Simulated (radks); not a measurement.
Results of a calculation; reference values are marked as such.
Ionisation of neutral indium, [Kr] 4d10 5s2 5p1, to [Kr] 4d10 5s2 as the strength of local exchange is varied. Code: a radial shooting solver on a logarithmic mesh with Libxc functionals. Model: scalar-relativistic Kohn-Sham, Slater X-alpha exchange (alpha = 2/3 is LDA exchange), no correlation, spin-polarised, spherical densities, point nucleus; open shells are filled with parallel spins first (spin-orbit coupling, left out, can overturn this in heavy ions).

\begin{tabular}{lrrrrr}
alpha & E(In) (hartree) & exchange (hartree) & IE (eV) & -e of the level emptied (eV) & <r> of it (bohr) \\ \hline
0.667 & -5871.86595 & -149.60827 & 4.895 & 2.240 (5p) & 3.844 \\
0.692 & -5877.48832 & -155.36352 & 5.049 & 2.374 (5p) & 3.790 \\
0.996 & -5946.28387 & -226.19384 & 7.090 & 4.237 (5p) & 3.287 \\
0.997 & -5946.51147 & -226.42941 & 7.097 & 4.244 (5p) & 3.285 \\
1.046 & -5957.67442 & -237.99295 & 7.455 & 4.582 (5p) & 3.223 \\
\end{tabular}

NIST Atomic Spectra Database: 5.786 eV (measured). The Delta-SCF value meets it near alpha = 0.80. Open shells are spherical and high-spin; term and fine-structure splittings are not resolved. Spin-orbit splitting is averaged out at the scalar-relativistic level.
